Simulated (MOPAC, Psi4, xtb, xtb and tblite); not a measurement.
Torsional profile of C₄H₇N, SMILES C=C/C=C\N. Scanned: dihedral C3–C4–N5–H11; all other coordinates were relaxed at GFN2-xTB.

Geometry of the scan point at 80° (Å):
```
12

C     -2.3172    -0.0743    -0.1968
C     -1.0017    -0.2342    -0.3099
C     -0.0658     0.0418     0.7520
C      1.2641    -0.0506     0.6263
N      1.9005    -0.5457    -0.5257
H     -2.7641     0.2968     0.7114
H     -2.9925    -0.3064    -1.0023
H     -0.5730    -0.6104    -1.2285
H     -0.4757     0.3901     1.6891
H      1.8916     0.1196     1.4970
H      1.9635     0.1362    -1.2727
H      2.8451    -0.8492    -0.3147
```

GFN2-xTB (xtb and tblite); PBE/def2-TZVP // GFN2-xTB (Psi4); PBE-D3(BJ)/def2-TZVP // GFN2-xTB (Psi4); MP2/cc-pVTZ = DF-MP2 (frozen core)/cc-pVTZ // GFN2-xTB (Psi4); HF/cc-pVTZ // GFN2-xTB (Psi4); PM7, restricted, heats of formation // GFN2-xTB (MOPAC); GFN1-xTB // GFN2-xTB (xtb).

Least-squares fit of E(φ) = a0 + Σ (a_n cos nφ + b_n sin nφ), n = 1 to 4, to the 18 scan points, in kJ/mol above the lowest point of each profile (levels whose profile four harmonics don't fit are not listed):

```
method                  a0    a1    b1      a2    b2     a3    b3    a4    b4  rms of fit
--------------------  ----  ----  ----  ------  ----  -----  ----  ----  ----  ----------
GFN2-xTB              7.97  0.85  0.00  -10.52  0.00  -1.43  0.00  4.24  0.00        0.66
PBE/def2-TZVP         7.79  0.44  0.00  -10.36  0.00  -0.54  0.00  4.22  0.00        0.59
PBE-D3(BJ)/def2-TZVP  7.77  0.48  0.00  -10.32  0.00  -0.62  0.00  4.22  0.00        0.57
MP2/cc-pVTZ           5.96  0.14  0.00   -7.17  0.00  -0.47  0.00  3.76  0.00        0.75
HF/cc-pVTZ            5.50  0.19  0.00   -6.50  0.00  -0.48  0.00  3.22  0.00        0.86
PM7                   7.98  1.34  0.00  -10.50  0.00  -1.91  0.00  2.92  0.00        1.10
GFN1-xTB              7.33  0.20  0.00   -9.51  0.00  -0.23  0.00  4.02  0.00        0.54
```
